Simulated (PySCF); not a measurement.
This script is equivalent to a calculation on Ar (argon, neutral).

```python
from pyscf import gto, scf, dft, mp, cc
import basis_set_exchange as bse
mol = gto.M(atom="Ar 0 0 0", charge=0, spin=0, symmetry="D2h",
            basis=gto.basis.parse(bse.get_basis("aug-cc-pVDZ-DK", elements=["Ar"], fmt="nwchem")),
            nucmod="G")
mf = dft.UKS(mol, xc="HSE06").sfx2c1e()
mf.irrep_nelec = {'Ag': (3, 3), 'B1u': (2, 2), 'B2u': (2, 2), 'B3u': (2, 2)}
mf.kernel()
```

(1) What total energy does it give?

(2) Which occupied shell lies highest, and where?

## Answers

(1) -529.206 hartree (calculated).

(2) 3p, at -11.557 eV.
